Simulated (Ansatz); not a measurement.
Program: Ansatz. Geometries: PBE0-D4/def2-TZVP. ΔE: electronic, gas phase. CBS: MP2 limit from def2 TZ/QZ plus the TZ coupled-cluster correction, frozen cores. This one scheme is used for every species. DFT in def2-TZVPP. HSE06 is defined as in plane-wave codes.

Consider the ligand exchange at a B–S bond: `BSB` + `Cl[SiH]1N[SiH2]1` → `BN1[SiH2][SiH]1Cl` + `BS`.

Q: Is it downhill or uphill in electronic energy at CCSD(T)/CBS, and by how much? (An estimate is asked.)

A: Computed: Downhill: ΔE = -47.5 kJ/mol.

Q: What do these levels give: revPBE-D4, ωB97X-V, B2PLYP, PBE-QIDH, HSE06, CAM-B3LYP, LC-ωPBE, CCSD/def2-SVP, HF/def2-TZVPP, MP2/def2-TZVPP, HF/def2-QZVPP, HF/CBS(def2)? (An estimate is asked.)

A: Computed: revPBE-D4 -50.7, ωB97X-V -49.2, B2PLYP -51.9, PBE-QIDH -46.5, HSE06 -47.0, CAM-B3LYP -54.6, LC-ωPBE -46.4, CCSD/def2-SVP -62.4, HF/def2-TZVPP -51.3, MP2/def2-TZVPP -48.7, HF/def2-QZVPP -51.0, HF/CBS(def2) -51.0 kJ/mol.

Q: What do rigid-rotor, harmonic-oscillator terms from PBE0-D4/def2-TZVP frequencies (298.15 K, 1 bar) make of the CCSD(T)/CBS value? (An estimate is asked.)

A: Computed: ΔZPE = -4.3 kJ/mol, ΔH = -51.1 kJ/mol, ΔS = 5 J/(mol·K), ΔG = -52.5 kJ/mol.

Largest T1 diagnostic among the species: 0.015.

Leaving LDA and LC-ωPBE aside and taking each functional with its dispersion term where it has one, the values, not all of them listed here, spread over 12.4 kJ/mol, from BLYP-D4 to PBE-QIDH. LDA lies −4.2 kJ/mol from PBE without D4. At CCSD(T), def2-SVP lies −15.8 kJ/mol from the extrapolated value and def2-TZVPP −3.6 kJ/mol.
